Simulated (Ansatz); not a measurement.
The inner images of a band of BClFHN (5 atoms, charge -1, multiplicity 1) are given out of order.

Level of theory: RKS PBE-D4/def2-SVP in Ansatz 0.2.0.

Initial state:

```xyz
5
Properties=species:S:1:pos:R:3
N -0.066 1.126 -0.068
B -0.080 -0.228 -0.027
F 0.882 -1.139 0.421
Cl -1.578 -1.213 -0.637
H 0.841 1.455 0.311
```

Final state:

```xyz
5
Properties=species:S:1:pos:R:3
N 0.612 0.967 0.229
B 0.167 -0.303 0.083
F 0.858 -1.453 0.422
Cl -1.540 -0.850 -0.634
H -0.097 1.639 -0.100
```

Problem. Put them in order from the first end to the last, with their energies above the first end.
A.
```xyz
5
Properties=species:S:1:pos:R:3
N 0.261 0.962 0.072
B 0.027 -0.323 0.054
F 0.749 -1.406 0.570
Cl -1.561 -1.158 -0.749
H 0.525 1.925 0.053
```
B.
```xyz
5
Properties=species:S:1:pos:R:3
N 0.095 1.011 0.001
B 0.012 -0.309 0.035
F 0.811 -1.368 0.484
Cl -1.588 -1.159 -0.676
H 0.670 1.825 0.157
```
C.
```xyz
5
Properties=species:S:1:pos:R:3
N 0.554 0.948 0.232
B 0.096 -0.307 0.070
F 0.800 -1.430 0.486
Cl -1.538 -1.013 -0.710
H 0.087 1.802 -0.078
```
D.
```xyz
5
Properties=species:S:1:pos:R:3
N 0.432 0.940 0.182
B 0.043 -0.318 0.059
F 0.757 -1.414 0.550
Cl -1.544 -1.123 -0.756
H 0.312 1.915 -0.034
```
E.
```xyz
5
Properties=species:S:1:pos:R:3
N -0.015 1.070 -0.042
B -0.028 -0.275 0.005
F 0.855 -1.273 0.434
Cl -1.587 -1.175 -0.648
H 0.775 1.654 0.251
```

Solution. E (+0.10 eV), B (+0.36 eV), A (+0.53 eV), D (+0.32 eV), C (+0.04 eV).

Run time: 2.4 min on 1 thread of Arm Neoverse V1 (shared host), peak memory 0.11 GiB.
